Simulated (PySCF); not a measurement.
Species: `C=C(/C=C/F)OC(F)F`. The columns A, B, C and D hold Mulliken, IAO, Hirshfeld and ESP-fitted charges (e) of one PBE0/pcSseg-1 density (PySCF), in a shuffled order. Coordinates in Å (GFN2-xTB); the density's dipole moment is (0.53, 1.40, 1.45) D.

```tsv
atom	x	y	z	A	B	C	D
C1	0.253	1.676	0.210	-0.133	-0.395	-0.588	-0.145
C2	0.314	0.359	0.026	+0.077	+0.206	+0.321	+0.114
C3	1.544	-0.404	0.151	-0.085	-0.223	-0.443	-0.251
C4	1.611	-1.716	-0.043	+0.055	+0.166	+0.179	+0.310
F5	2.765	-2.375	0.081	-0.077	-0.256	-0.158	-0.268
O6	-0.774	-0.437	-0.312	-0.103	-0.333	-0.235	-0.477
C7	-2.015	0.068	-0.166	+0.209	+0.612	+0.452	+0.680
F8	-2.360	0.892	-1.188	-0.109	-0.308	-0.200	-0.295
F9	-2.878	-0.956	-0.212	-0.102	-0.284	-0.206	-0.272
H10	-0.643	2.254	0.082	+0.044	+0.164	+0.213	+0.139
H11	1.141	2.219	0.473	+0.055	+0.169	+0.225	+0.130
H12	2.430	0.154	0.408	+0.061	+0.175	+0.245	+0.126
H13	0.787	-2.360	-0.309	+0.060	+0.172	+0.124	+0.121
H14	-2.177	0.626	0.776	+0.049	+0.134	+0.072	+0.088
```

**Question.** Which column most likely holds the ESP-fitted charges?

**Answer.** C. Σ q r misses the density's dipole by 0.08 D (C), 1.09 D (A), 1.26 D (B), 1.95 D (D). Charges fitted to the outside potential are the only set here that is tied to the molecule's multipoles.

**Question.** And the Hirshfeld charges?

**Answer.** A. The mean sizes are 0.087 e (A), 0.244 e (D), 0.257 e (B), 0.261 e (C), and Hirshfeld charges are commonly the smallest of these schemes.

As computed, A = Hirshfeld, B = IAO, C = ESP-fitted, D = Mulliken. Hydrogens on carbon: Hirshfeld +0.04 to +0.06, IAO +0.13 to +0.18, ESP-fitted +0.07 to +0.24, Mulliken +0.09 to +0.14 e.

The ESP scheme is a least-squares fit of atom-centred charges to the potential on four shells outside the van der Waals surface, with the total charge fixed. The Hirshfeld scheme divides the density at each point in proportion to the densities of the neutral, spherically averaged free atoms.

The structure is a single GFN2-xTB conformer in the gas phase; no vibrational or solvent corrections.

Conformer computed: `[CH2:1]=[C:2](/[CH:3]=[CH:4]/[F:5])[O:6][CH:7]([F:8])[F:9]`: C1–C2–C3–C4 -179°, C1–C2–O6–C7 -15°, C2–O6–C7–F8 79°.
